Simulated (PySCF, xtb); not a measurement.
AlHO, SMILES [OH][Al] (connectivity only; charge and spin as stated), neutral, multiplicity 1.

GFN2-xTB in xtb at its own geometry gives an orbital gap of 3.08 eV and a dipole moment of 0.64 D.

Geometry: B3LYP-D3(BJ)/def2-TZVPD.

Q: What does PBE/def2-TZVPD (PySCF) give? (The exact figures need the calculation; the answer reports its results.)

A: gap 4.21 eV (levels -5.75 and -1.55 eV), dipole 0.88 D.
